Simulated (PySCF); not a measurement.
Species: C7H11N3.
Atom-mapped SMILES: `[CH2:1]=[CH:2][n:3]1[n:4][n:5][c:6]([CH3:7])[c:8]1[CH2:9][CH3:10]`

Cartesian coordinates in Å at the GFN2-xTB level; atoms count from 1:
```
atom  x, y, z in Å
C1     3.1624   -1.2456   -0.3728
C2     1.8445   -1.1435   -0.4372
N3     1.1766    0.0560   -0.2276
N4     1.8349    1.1969    0.0123
N5     0.9903    2.1386    0.1573
C6    -0.2652    1.6533    0.0193
C7    -1.4653    2.5188    0.1408
C8    -0.1693    0.2977   -0.2354
C9    -1.2180   -0.7330   -0.4506
C10   -1.4906   -1.5398    0.8219
H11    3.7656   -0.3846   -0.1468
H12    3.6576   -2.1831   -0.5436
H13    1.1992   -1.9810   -0.6591
H14   -1.1488    3.5575    0.1609
H15   -2.0049    2.2983    1.0615
H16   -2.1411    2.3617   -0.6987
H17   -0.9198   -1.4075   -1.2581
H18   -2.1348   -0.2271   -0.7596
H19   -0.5926   -2.0553    1.1569
H20   -2.2658   -2.2798    0.6370
H21   -1.8239   -0.8816    1.6212
```

NICS = −σ at a ghost point: NICS(0) at the centroid of the ring atoms, NICS(1) 1 Å to either side along the normal of their mean plane, zz for the tensor component along that normal. Level: GIAO PBE0/pcSseg-1 (PySCF, non-relativistic, gas phase) on the GFN2-xTB geometry, one conformer.

Ring bond lengths (Å), with Mayer bond orders in brackets: N3–N4 1.339 (1.16), N4–N5 1.273 (1.49), N5–C6 1.353 (1.33), C6–C8 1.383 (1.45), C8–N3 1.367 (0.99).

Task: What do the NICS probes read (ppm)?

Result: 
| ring | type | NICS(0) | NICS(1), two faces | NICS(1)zz, two faces | rms pucker (Å) | centre to ring atoms, mean (Å) |
| --- | --- | --- | --- | --- | --- | --- |
| N3–N4–N5–C6–C8 | 5-membered ring with 3 N; formal bonds all aromatic | -10.4 | -11.9 / -12.0 | -27.8 / -28.3 | 0.00 | 1.14 |

Task: What can be read from them?

Result: 
- N3–N4–N5–C6–C8: mean NICS(1)zz -28.0 ppm, shielded. The ring is flat and has no four-coordinate atom; by the NICS criterion it is aromatic.

Task: How equal are the bonds by HOMA? HOMA = 1 − mean of α(R − Ropt)² over the ring bonds, with Krygowski's 1993 parameters (CC: Ropt 1.388 Å, α 257.7 Å⁻²; CN: Ropt 1.334 Å, α 93.52 Å⁻²; NN: Ropt 1.309 Å, α 130.33 Å⁻²).

Result: 
- N3–N4–N5–C6–C8: HOMA 0.91; the largest term is that of N4–N5, α(R − Ropt)² = 0.17. The geometric and the magnetic index point the same way.

Task: What field does 11.7 T along the ring normal induce along that normal at the second NICS(1) probe listed for ring N3–N4–N5–C6–C8, 1 Å off the ring?

Result: NICSzz × B0 = -28.3 ppm × 11.7 T = -331 μT, against the applied field.
